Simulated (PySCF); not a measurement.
Delta-SCF ions had no search for a lower state. Excitations are Tamm–Dancoff values on a coarser integration grid. The basis has no diffuse functions, so Rydberg states are missing or too high.

# H6Ga2Se2, SMILES `[GaH2-]1[SeH+][GaH2-][SeH+]1` (charge 0, multiplicity 1)

Method: CAM-B3LYP-D3(BJ)/def2-TZVP // CAM-B3LYP-D3(BJ)/def2-SVP in PySCF.

```
Property                                                         Value
--------------------------------------  ------------------------------
HOMO                                                          -8.94 eV
dipole moment                                                   0.05 D
HOMO–LUMO gap                                                  9.23 eV
LUMO                                                           0.30 eV
S1 excitation (TDA)                                            6.06 eV
S1 oscillator strength                                           0.000
vertical ionisation energy (Delta-SCF)                         9.65 eV
total energy                                             -8656.9960 Ha
cost                                    around 17 core-minutes (rough)
```

Bond lengths (Å): Ga1–Se2 2.537, Ga1–Se4 2.535, Ga1–H5 1.556, Ga1–H6 1.556, Se2–Ga3 2.537, Se2–H7 1.468, Ga3–Se4 2.535, Ga3–H8 1.556, Ga3–H9 1.556, Se4–H10 1.468. Bond angles (°): Se2–Ga1–Se4 95.5, Se2–Ga1–H5 106.8, Se2–Ga1–H6 106.9, Se4–Ga1–H5 106.5, Se4–Ga1–H6 107.1, H5–Ga1–H6 129.0, Ga1–Se2–Ga3 84.4, Ga1–Se2–H7 94.7, Ga3–Se2–H7 94.7, Se2–Ga3–Se4 95.5, Se2–Ga3–H8 106.9, Se2–Ga3–H9 106.8, Se4–Ga3–H8 107.1, Se4–Ga3–H9 106.5, H8–Ga3–H9 129.0, Ga1–Se4–Ga3 84.5, Ga1–Se4–H10 94.8, Ga3–Se4–H10 94.8.
Charge 0, spin multiplicity 1.
